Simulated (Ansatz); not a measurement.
(1) Predict a relaxed structure of `C[SiH2][SiH2][SiH2][SiH2][SiH2][SiH2][SiH2][SiH2][SiH2]C`, charge 0, singlet, at r2SCAN-D4/def2-SVP (Ansatz).

## Answers

(1) 
```xyz
35

C     5.329    1.187    1.870
Si    3.821    2.311    2.029
Si    2.263    1.349    3.503
Si    1.865   -0.846    2.764
Si    1.398   -0.736    0.464
Si   -0.290    0.854    0.075
Si   -0.826    0.879   -2.212
Si   -1.173   -1.352   -2.869
Si   -2.627   -2.316   -1.295
Si   -4.528   -0.938   -1.174
C    -5.221   -0.642   -2.905
H     5.822    1.051    2.846
H     6.069    1.612    1.172
H     5.039    0.193    1.493
H     3.158    2.477    0.695
H     4.224    3.671    2.508
H     0.973    2.110    3.498
H     2.795    1.338    4.905
H     0.707   -1.473    3.477
H     3.081   -1.689    3.011
H     0.968   -2.067   -0.073
H     2.635   -0.320   -0.276
H     0.169    2.199    0.549
H    -1.502    0.469    0.868
H     0.298    1.502   -2.982
H    -2.070    1.677   -2.463
H     0.141   -2.066   -2.936
H    -1.805   -1.406   -4.228
H    -3.002   -3.707   -1.707
H    -1.938   -2.391    0.034
H    -4.117    0.364   -0.556
H    -5.566   -1.554   -0.287
H    -6.109    0.011   -2.870
H    -5.515   -1.592   -3.379
H    -4.469   -0.158   -3.549
```
 This is one stationary point.
